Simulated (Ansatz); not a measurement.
`N[SiH2]C[SiH](N)F` + `[NH2][GeH2][OH]` → `[NH2][GeH2][O][SiH](N)F` + `C[SiH2]N`  (ligand exchange at the Si–C bond)

Program: Ansatz. Geometries: PBE0-D4/def2-TZVP. ΔE: electronic, gas phase. CCSD(T)/CBS adds triple-zeta CCSD(T) − MP2 to the extrapolated MP2 energy (def2 sets, frozen cores). Functionals use def2-TZVPP. For Ge outer-core shells are correlated without core-valence functions, which leaves a few kJ/mol of doubt a bond. Scalar relativity is left out up to krypton. Each species was taken in one conformer, which may not be the lowest.

| level | ΔE (kJ/mol) |
| --- | --- |
| PBE | -109.4 |
| PBE0 | -114.5 |
| CCSD(T)/def2-TZVPP | -123.6 |
| HF/def2-QZVPP | -146.9 |

Q: What does CCSD(T)/CBS give? (Estimate.)

A: Computed: -121.6 kJ/mol. The listed levels differ from it by 12.2, 7.1, -2.0, -25.3 kJ/mol.

Largest T1 diagnostic among the species: 0.012.

From PBE to PBE0 (25 % exact exchange), in def2-TZVPP and without D4, ΔE moves by −5.0 kJ/mol. In def2-TZVPP, CCSD(T) changes the Hartree–Fock value by +21.9 kJ/mol (the triples alone add +2.9 kJ/mol) and MP2 by +22.4 kJ/mol.
